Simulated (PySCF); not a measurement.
Some computed properties have been withheld. Give your best values.

C2H13NOSi3.
SMILES: `CN(C)[Si@@H]([SiH3])O[SiH3]`

Conformer (atom-mapped SMILES and torsion angles): `[CH3:1][N:2]([CH3:3])[Si@@H:4]([SiH3:5])[O:6][SiH3:7]`: C1–N2–Si4–Si5 158°, N2–Si4–O6–Si7 -30°.

```csv
property,level,value
point group,PBE0-D3(BJ)/def2-SVP,?
"rotational constants A, B, C",PBE0-D3(BJ)/def2-SVP,"1.322, 1.187, 0.788 GHz"
dipole moment,PBE0/def2-SVPD,1.59 D
HOMO energy,PBE0/def2-SVPD,?
LUMO energy,PBE0/def2-SVPD,?
lowest singlet excitation,TDDFT PBE0/def2-SVPD,"5.50 eV (225 nm, f = 0.016)"
strongest line among the 10 lowest singlet transitions,TDDFT PBE0/def2-SVPD,"S2 at 5.84 eV (212 nm, f = 0.043)"
lowest triplet excitation (Tamm–Dancoff),TDA PBE0/def2-SVPD,5.20 eV
static isotropic polarisability,PBE0/def2-SVPD,?
vertical ionisation energy,ΔSCF PBE0/def2-SVPD,?
electronic spatial extent ⟨r²⟩ about the centre of nuclear charge,PBE0/def2-SVPD,1674 bohr²
13C chemical shifts (computed TMS as zero) by class,GIAO B97-2/pcSseg-1,41.1 (2 C) ppm
1H chemical shifts (computed TMS as zero) by class,GIAO B97-2/pcSseg-1,"4.95 (1 H), 4.80 (3 H), 3.31 (3 H), 2.68 (6 H) ppm"
"isotropic shieldings of nuclei other than C and H, by class",GIAO B97-2/pcSseg-1,?
core binding energies,"ΔSCF SCAN, pcX-2 on the ionised atom, pcseg-1 elsewhere, spin-free X2C, 2p3/2 from a spin–orbit splitting computed afterwards within the 2p shell","Si2p3/2 106.3, Si2p3/2 106.8, Si2p3/2 107.3, C1s 291.5 (×2), N1s 404.3, O1s 537.3, Si1s 1846.0, Si1s 1846.9, Si1s 1847.2 eV"
```

Electronic properties: PySCF, gas phase, density fitting. One conformer (not necessarily the lowest) at the PBE0-D3(BJ)/def2-SVP geometry, without solvent or vibrations. NMR classes are plain means over equivalent atoms (diastereotopic ones count apart unless rotation or inversion swaps them), as if these changed places fast; in this geometry the members of some classes differ.

The isotropic shieldings of nuclei other than C and H, by class?

213 (1 N), 274 (1 O), 366 (1 Si), 400 (1 Si), 468 (1 Si) ppm.

The point group?

C1.

The LUMO energy?

-0.12 eV.

The static isotropic polarisability?

119.9 au.

What is the HOMO energy?

-6.69 eV.

What is the vertical ionisation energy?

8.43 eV.

The vertical singlet–triplet gap S1 − T1 is 0.30 eV (TDDFT singlet less Tamm–Dancoff triplet; S1: HOMO→LUMO, weight 0.80; T1: HOMO→LUMO, weight 0.92). With B = h/(8π²I), that is 505.379 GHz u Å² over I, the principal moments of inertia are 382.4, 425.9 and 641.6 u Å² (most abundant isotopes); the inertial defect Ic − Ia − Ib is -166.7 u Å² (zero for a rigid planar frame, negative otherwise). No computed singlet falls in the visible range (750 to 380 nm, 1.65 to 3.26 eV); S1 lies 2.24 eV above its blue end. The ΔSCF ionisation energy exceeds −ε(HOMO) by 1.74 eV with PBE0. In wavenumbers S1 is 44400 cm⁻¹ (1 eV = 8065.54 cm⁻¹). The rotational constants make it an asymmetric top with κ = (2B − A − C)/(A − C) = 0.49, nearer the oblate limit (+1).
